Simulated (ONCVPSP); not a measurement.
## Before and after: ONCV potential for silver (Ag)

ONCVPSP 4.0.1 input, shortened (lines: element, Z, core and valence counts, functional; n l f; lmax; l rc ep ncon nbas qcut; lloc lpopt rc5 dvloc0; l nproj debl; icmod fcfact rcfact), PBE, scalar-relativistic:

```
  Ag 47.00    8    2        4      upf
    1    0    2.00
    2    0    2.00
    2    1    6.00
    3    0    2.00
    3    1    6.00
    3    2   10.00
    4    0    2.00
    4    1    6.00
    4    2    9.00
    5    0    2.00
    2
    0    2.40    0.00    5    8    2.30
    1    2.50    0.18    4    8    3.60
    2    1.65    0.00    4    8    9.80
    4    5    1.60    0.00
    0    1    3.40
    1    3    1.60
    2    2    1.40
    0    0.00    0.00
```

In the p channel the program set the typed energies aside and used 0.050, 1.650, 3.250 Ha.

Change: d: qcut 11.9.

Cutoffs: the cutoffs (Ha) at which the residual kinetic energy of the hardest occupied pseudo-wave falls to 1 and 0.1 mHa per electron; they do not see the model core or the augmentation charge, which bear on the density cutoff. Errors are all-electron minus pseudo energies relative to the spin-unpolarised reference configuration.

Q: What does the change do?

A: The potential gets harder (31 Ha and 37 Ha → 35 Ha and 42 Ha); both files keep a bound ghost (s); the errors of the 4 common tests hardly move. The waves are optimised to have the least kinetic energy above qcut, so the cutoff follows it (qcut²/2 in Ha).

| quantity | base | changed |
| --- | --- | --- |
| cutoff, loose | 31 Ha | 35 Ha |
| cutoff, tight | 37 Ha | 42 Ha |
| loose cutoff by channel | s 9.7 Ha, d 31 Ha | s 9.7 Ha, d 35 Ha |
| bound ghosts | s | s |
| GHOST(+) flags under 300 eV | p at 110.8 eV | p at 110.8 eV |
| error for 4d10 5s1, meV [ΔE -4.08 eV] | -63 | -65 |
| error for 4d10 5s0, meV [ΔE 3.68 eV] | -96 | -99 |
| error for 4d9 5s0, meV [ΔE 25.79 eV] | +35 | +34 |
| error for 4d9 5s1, meV [ΔE 9.08 eV] | +2.8 | +2.6 |
| s: phases at 2.44 bohr within 0.05 rad from the reference energy up to (Ha; the scan ends near 5) | n/a | n/a |
| p: phases at 2.54 bohr within 0.05 rad from the reference energy up to (Ha; the scan ends near 5) | 3.7 | 3.7 |
| d: phases at 1.67 bohr within 0.05 rad from the reference energy up to (Ha; the scan ends near 5) | to the end of the scan | to the end of the scan |

 A true bound ghost makes a file unfit for plane-wave use even where its test errors are small: the radial tests pick states by their node count and pass the ghost by.
